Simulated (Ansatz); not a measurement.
`[SiH3][SnH2][Cl]` + H₂Se → `[Cl][SnH2][SeH]` + SiH₄ at 500 K and 1 bar (cleavage of the Sn–Si bond).

Calculated with Ansatz (gas phase, PBE0-D4/def2-TZVP geometries, no zero-point term in ΔE). CCSD(T)/CBS is the MP2 limit (def2-TZVPP, def2-QZVPP) plus CCSD(T) − MP2 in def2-TZVPP, frozen cores. This one scheme is used for every species. Elements past krypton have def2 core potentials. For Se, Sn outer-core shells are correlated without core-valence functions, which leaves a few kJ/mol of doubt a bond. Scalar relativity is left out up to krypton. Each species was taken in one conformer, which may not be the lowest.

| species | CCSD(T)/CBS energy (Eh) | H − E (kJ/mol) | S (J/(mol·K)) |
| --- | --- | --- | --- |
| `[SiH3][SnH2][Cl]` | -965.91856 | 146.3 | 410.8 |
| H₂Se | -2401.89790 | 53.1 | 237.8 |
| `[Cl][SnH2][SeH]` | -3076.37402 | 97.7 | 396.7 |
| SiH₄ | -291.46306 | 102.4 | 230.9 |

H − E and S are ideal-gas, rigid-rotor, harmonic terms from PBE0-D4/def2-TZVP, for one conformer and one mirror image of each species. 1 Eh = 2625.50 kJ/mol, R = 8.31446 J/(mol·K).

Task: By hand: ΔE, ΔH, ΔS and ΔG.

Result: ΔE = (-3076.37402) + (-291.46306) − (-965.91856) − (-2401.89790) = -0.02062 Eh = -54.1 kJ/mol. Δ(H − E) = 97.7 + 102.4 − 146.3 − 53.1 = 0.7, so ΔH = -53.4 kJ/mol. ΔS = 396.7 + 230.9 − 410.8 − 237.8 = -21.0 J/(mol·K). ΔG = -53.4 − 500 × (-21.0)/1000 = -42.9 kJ/mol.

Task: By hand: the equilibrium constant, and the temperature at which ΔG would vanish if ΔH and ΔS stayed fixed.

Result: log₁₀ K = −ΔG/(RT ln 10) = 4.5. ΔG = 0 at ΔH/ΔS = 2543 K, far beyond where these terms or the molecules hold.

ΔH outweighs TΔS. A doubt of 5 kJ/mol in ΔE shifts log₁₀ K by 0.5 here. Other conformers and mirror images would add mixing entropy, several J/(mol·K) or more a flexible species. These are equilibria of isolated gas molecules and say nothing of rates. Largest T1 diagnostic: 0.012 (customary marks: 0.02 for closed shells, 0.045 for open ones).
